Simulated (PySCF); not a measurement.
# How methods differ on the excitation energy of Pd⁺

Pd⁺ [Kr] 4d9 (2D) → Pd⁺ [Kr] 4d8 5s1 (4F), as a difference of total energies. Calculation: PySCF 2.14, in x2c-TZVPPall (8s6p6d2f1g, 79 functions); the spin-free X2C one-electron Hamiltonian (Gaussian nucleus). Correlated levels: valence: [Kr] frozen. The calculations carry no spin-orbit coupling.

```csv
method,excitation energy (eV)
UHF,2.346
MP2 (valence),3.344
SCS-MP2 (valence),3.448
CCSD (valence),3.133
CCSD(T) (valence),3.183
```

How much does correlation contribute at CCSD(T) (valence)?

3.183 − (2.346) = 0.837 eV, measured against UHF.

Errors of the correlated levels include the incompleteness of this basis and the frozen core.

The basis was made for the ground configuration and has no added diffuse functions, so the excitation energy can come out too high.

For comparison: 3.194 eV (measured; NIST levels, between the centres of gravity of the two terms).
